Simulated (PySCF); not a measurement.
A calculated (B3LYP, PySCF 2.14, pcseg-2, the non-relativistic Hamiltonian (point nucleus)) atom or ion has these occupied shells.

```tsv
shell	electrons	orbital energy (eV)	rms radius, mean of both spins (bohr)
1s α	1	-4901.1	0.0813
1s β	1	-4901.1	0.0813
2s α	1	-575.94	0.356
2s β	1	-575.55	0.356
2p α	3	-486.43	0.323
2p β	3	-486.10	0.323
3s α	1	-98.226	1.07
3s β	1	-97.074	1.07
3p α	3	-73.721	1.15
3p β	3	-72.484	1.15
3d α	1	-37.637	1.39
```

Problem. Name the element and its charge.

Solution. Ti³⁺ (titanium, charge +3), in [Ar] 3d1, 2D determinant.
